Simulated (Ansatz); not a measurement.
The cluster Hg₃⁻, relaxed as a doublet with UKS r2SCAN/def2-TZVPD in Ansatz, starting from the GFN1-xTB geometry. Force threshold 0.02 eV/Å.

In the def2 sets Hg takes a core potential; there is no spin–orbit coupling. The highest occupied level of the charge -1 doublet lies above zero (up to 1.25 eV). By energy differences its removal costs 0.36 eV (vertical, to the charge 0 singlet, at r2SCAN/def2-TZVPD); a positive level beside a positive removal energy at the same level points to self-interaction error. The relaxation made no stability test and no search for a lower SCF solution. The structure comes from a short search, and lower isomers may exist.

Start:

```xyz
3

Hg   -0.177    0.040    1.562
Hg    0.453   -1.329   -0.704
Hg   -0.276    1.289   -0.859
```

Estimate the energy that the relaxation releases and the steps that it takes.

0.39 eV, in 4 steps; 12 s on 4 threads of Arm Neoverse V2 on a shared host. No frequencies were taken in this run, so the end may be a saddle point.

Does the start keep its bonding and symmetry?

By distances, no bond broke or formed. The bond that changes most is Hg1–Hg2, from 2.72 to 3.08 Å (atoms count from 1). Point group D3h at the start, D3h at the end, both within 0.05 Å.

Predict the relaxed structure.


| atom | x (Å) | y (Å) | z (Å) |
| --- | --- | --- | --- |
| Hg1 | -0.201 | 0.047 | 1.768 |
| Hg2 | 0.513 | -1.506 | -0.798 |
| Hg3 | -0.312 | 1.459 | -0.970 |
Bond lengths (bridged metal pairs left out): 3 × Hg–Hg 3.08 Å.
